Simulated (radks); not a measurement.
The samarium ion Sm20+, 42 electrons, occupied as [Kr] 4d6.

Method: non-relativistic Kohn-Sham, LDA (Slater exchange, Perdew-Wang correlation), spin-unpolarised, spherical densities, point nucleus; relativity is left out, which matters for an element this heavy; computed with a radial shooting solver on a logarithmic mesh with Libxc functionals.

Energy parts (hartree):
total: -9872.8998
kinetic: 9869.3924
electron-nucleus: -22572.0836
Hartree: 3029.6807
exchange-correlation: -199.8893

Orbitals (lengths in bohr, moments of r in powers of bohr; <r^-3> diverges for s and p1/2; r(90%) holds 90 % of the orbital's charge):
orbital,occ.,eigenvalue (hartree),r(90%),<r^-3>,<r^2>
1s,2,-1637.023,0.0435,-,0.0008019
2s,2,-275.3722,0.160,-,0.01279
2p,6,-262.6086,0.143,8081,0.009524
3s,2,-75.23588,0.394,-,0.08291
3p,6,-69.61609,0.387,1640,0.07771
3d,10,-59.14869,0.358,278.6,0.06229
4s,2,-28.55428,0.819,-,0.3737
4p,6,-26.30032,0.836,425.8,0.3839
4d,6,-22.27854,0.866,66.05,0.3995

The highest occupied level is 4d at -606.23 eV. Summed over all electrons, <r^2> = 6.787 bohr^2, which gives a Langevin (diamagnetic) susceptibility term of -5.38 x 10^-6 cm^3/mol. The electron density at the nucleus is 1.691e+05 e/bohr^3. The density falls to 0.001 e/bohr^3 at r = 1.53 bohr. Virial ratio -V/T = 2.00036.
